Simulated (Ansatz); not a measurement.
Cost and result for the atomization energy of C₂H₆AlNO, SMILES `C/C(O)=[N]\[AlH2]` (11 atoms, 10 bonds).

Cartesian coordinates in Å:
```
C -0.2551 1.6370 0.5129
C -0.6132 0.2682 0.0264
O -1.9535 0.1652 -0.1395
N 0.1718 -0.6722 -0.2057
Al 1.4231 -1.8528 -0.4682
H -0.7595 1.8348 1.4614
H 0.8202 1.7233 0.6416
H -0.6052 2.3859 -0.2011
H -2.1226 -0.7332 -0.4517
H 1.8164 -2.8092 0.7299
H 2.0777 -1.9471 -1.9060
```

Total charge 0; spin multiplicity 1. The geometry is a stationary point of PBE0-D4/def2-TZVP. It is one conformer, not always the lowest. Program: Ansatz. All runs use 4 threads of an Arm Neoverse V1 on a shared host. Times are those of one run each, without the atoms' runs, and a repeat can differ threefold. Electronic energies, without spin–orbit coupling; frozen cores. CCSD(T)/CBS adds CCSD(T) − MP2 in def2-TZVPP to the MP2 limit, and its time is that of the two runs behind it. T1 = 0.014. B3LYP takes the VWN-RPA correlation (the form of Gaussian; ORCA's B3LYP/G).

CCSD(T)/CBS is a level of theory with its own doubt, some kJ/mol a heavy atom from the limit and from the frozen cores, so smaller differences don't rank the functionals.

```
                             level  functions  atomization (kJ/mol)  difference from CCSD(T)/CBS  per bond
                PBE0-D4/def2-TZVPP        250                4104.3                          6.0       0.6
                 CCSD(T)/CBS(def2)          –                4098.3                          0.0       0.0
                ωB97X-V/def2-TZVPP        250                4117.2                         18.9       1.9
  ωB97M-V/def2-TZVPP (with forces)        250                4118.8                         20.5       2.1
   PBE-D4/def2-TZVPP (with forces)        250                4202.9                        104.6      10.5
r2SCAN-D4/def2-TZVPP (with forces)        250                4114.0                         15.7       1.6
                 B2PLYP/def2-TZVPP        250                4065.6                        -32.7      -3.3
 B3LYP-D4/def2-TZVPP (with forces)        250                4111.9                         13.6       1.4
                    MP2/def2-QZVPP        478                4129.5                         31.2       3.1
                CCSD(T)/def2-TZVPP        250                3983.4                       -114.9     -11.5
```

(1) Order the runs by time, with rough figures. (Best estimate.)

Results:

(1) The calculation gave: PBE-D4/def2-TZVPP (with forces) 2.5 s; PBE0-D4/def2-TZVPP 2.7 s; B3LYP-D4/def2-TZVPP (with forces) 4.2 s; r2SCAN-D4/def2-TZVPP (with forces) 5.5 s; B2PLYP/def2-TZVPP 5.5 s; ωB97X-V/def2-TZVPP 7.5 s; ωB97M-V/def2-TZVPP (with forces) 11 s; MP2/def2-QZVPP 22 s; CCSD(T)/def2-TZVPP 2.3 min; CCSD(T)/CBS(def2) 2.6 min.

From PBE to PBE0 (25 % exact exchange), in def2-TZVPP and without D4, the atomization energy moves by −95.5 kJ/mol: exact exchange takes away binding that semilocal exchange gives to molecules. The D4 term adds +31.3 kJ/mol with B3LYP and +16.5 kJ/mol with PBE0; it sums over pairs of atoms, weighted by their polarisabilities, and B3LYP, whose exchange is more repulsive, gets the larger term. In def2-TZVPP, CCSD(T) changes the Hartree–Fock value by +1088.4 kJ/mol (the triples alone add +69.0 kJ/mol) and MP2 by +1166.2 kJ/mol; breaking electron pairs costs correlation energy, which Hartree–Fock lacks.
